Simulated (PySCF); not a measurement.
**Frontier orbitals and the lowest excitations**

Compound: ClGaH₁₀N₂Si₂.
Atom-mapped SMILES: `[NH3+:1][Ga@@H-:2]([Cl:3])[N:4]([SiH3:5])[SiH3:6]` (hydrogens: H7, H8, H9 on N1; H10 on Ga2; H11, H12, H13 on Si5; H14, H15, H16 on Si6)

Cartesian coordinates in Å at the PBE0-D3(BJ)/def2-SVP level; atoms count from 1:
```xyz
16
ClGaH10N2Si2 angstrom
N      1.8815   -0.6836   -1.2410
Ga     1.1886   -0.4601    0.7356
Cl     2.4248    1.3156    1.1222
N     -0.5809    0.0752    0.3772
Si    -1.9204   -0.8665    0.9639
Si    -0.8149    1.6456   -0.3342
H      2.8923   -0.5476   -1.2836
H      1.6498   -1.5689   -1.6915
H      1.4475    0.0711   -1.7788
H      1.5012   -1.7909    1.4829
H     -1.4242   -2.2274    1.3415
H     -2.9770   -1.0218   -0.0877
H     -2.5855   -0.2697    2.1679
H     -0.6831    2.7955    0.6100
H      0.1887    1.8490   -1.4376
H     -2.1766    1.7064   -0.9563
```

The calculation used TDDFT PBE0/def2-SVPD, vertical, gas phase, core orbitals frozen in the response (PySCF). Relativistic effects, spin–orbit coupling among them, are left out although an element past zinc is present.

Frontier orbitals with the atoms that hold most of them (Löwdin shares over 4%, at most four atoms; ? is withheld):

```
orbital  ε (eV)                              atoms
 HOMO-3   -8.87  Si6 19%, N4 18%, H16 17%, Cl3 15%
 HOMO-2   -8.46                    Cl3 79%, Ga2 6%
 HOMO-1   -8.24                                  ?
   HOMO   -7.23    N4 52%, Si5 11%, Si6 9%, H13 7%
   LUMO   -0.64                                  ?
 LUMO+1    0.16  Ga2 18%, Si5 14%, Si6 13%, N4 10%
 LUMO+2    0.47  Ga2 30%, Cl3 19%, Si5 10%, H10 9%
```

Problem. Give the leading atoms of the HOMO-1.

Solution. Cl3 (bonded to Ga) 64%; Ga2 (bonded to Cl, 2 N and H) 13%; H10 (bonded to Ga) 9%; N4 (bonded to Ga and 2 Si) 7%.

Problem. Which atoms hold the LUMO, and with what shares?

Solution. Ga2 (bonded to Cl, 2 N and H) 26%; H8 (bonded to N) 15%; N1 (bonded to Ga and 3 H) 13%; H7 (bonded to N) 11%. By element: gallium 26%, hydrogen 26% or more, nitrogen 13% or more.

Problem. The HOMO–LUMO gap is 6.59 eV. Where does the response calculation put the lowest singlet, and from which orbitals?

Solution. S1 is at 5.59 eV (f = 0.0056), 0.99 eV below the gap, made of HOMO→LUMO (90%). 

Problem. Give energy, strength and leading configuration of S1, S2, S4 and S6, and follow the Löwdin shares of the leading atoms from the occupied to the empty orbital.

Solution. 
- S1 (5.59 eV, f 0.0056), HOMO→LUMO (90%): N4 52% → at most 12%, Si5 11% → at most 12%, Ga2 at most 7% → 26%, H8 at most 7% → 15%
- S2 (6.14 eV, f 0.0094), HOMO→LUMO+1 (89%): N4 52% → 10%, Si5 11% → 14%, Ga2 at most 7% → 18%
- S4 (6.67 eV, f 0.015), HOMO-1→LUMO (97%): Cl3 64% → at most 12%, Ga2 13% → 26%, H8 at most 7% → 15%
- S6 (6.88 eV, f 0.035), HOMO-2→LUMO (92%): Cl3 79% → at most 12%, Ga2 6% → 26%, H8 at most 4% → 15%

Löwdin shares depend on the basis, the more so with diffuse functions.

The run took 4.2 min of wall time on one thread of an Arm Neoverse V2, no GPU, shared host.

One conformer stands for the species.
